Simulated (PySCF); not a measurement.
```xyz
4
charge 0 multiplicity 1, angstrom
Ti    0.8119    0.0000    0.0000
O     2.3765    0.0000    0.0000
I    -0.2907    2.3406    0.0000
I    -0.2907   -2.3406    0.0000
```

Method: PBE0 in PySCF with Ti def2-SVP, O def2-SVP, I def2-SVP with ECP28; scalar-relativistic core potentials, no spin–orbit coupling; density-fitted integrals.

This geometry of TiOI₂ is a stationary point at this level.

Q: What is the point group?

A: C2v.

Q: Is it a minimum?

A: Yes: all harmonic wavenumbers are real, though the softest, 43 cm⁻¹, leaves little margin.

Q: List the harmonic modes with their infrared intensities.

A: 
| symmetry | ω (cm⁻¹) | IR (km/mol) |
| --- | --- | --- |
| b1 | 43 | 45.2 |
| a1 | 60 | 0.3 |
| b2 | 173 | 2.7 |
| a1 | 207 | 5.9 |
| b2 | 380 | 119 |
| a1 | 1160 | 225 |

Q: Give the ideal-gas entropy at 298.15 K and 1 bar by parts.

A: translation 180.7, rotation 124.0, vibration 63.4, spin 0.0; total 368.1 J/(mol K).

In C2v the vibrations span b1 + 3a1 + 2b2. Here b1 is antisymmetric to the molecular plane and b2 lies in it.

Stability towards spin polarisation was not tested. Only a few start shapes were tried, so a lower isomer may exist.
